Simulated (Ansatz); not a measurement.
Ansatz (a program for electronic structure) input:
A basis named .json is the Basis Set Exchange file of that set.

Ansatz 0.2 input:
```yaml
crystal:
  periodic: [false, false, false]
  atoms:
    - {symbol: Zn, position_ang: [0.00000000, 0.00000000, 0.00000000]}
    - {symbol: I, position_ang: [-0.00000000, -0.00000000, -2.45913214]}
    - {symbol: I, position_ang: [0.00000000, 0.00000000, 2.45913214]}
basis:
  gaussian:
    orbitals: def2-QZVPP.json
hamiltonian:
  xc: hf
total_charge: 1
magnetization: {spin_polarized: true, initial_magnetization: 1}
```

**Question.** What final total energy does it print?

**Answer.** -2370.96936 Eh (HF/def2-QZVPP). The basis has 264 functions.

The spin state was set by rule; other spins were not relaxed.
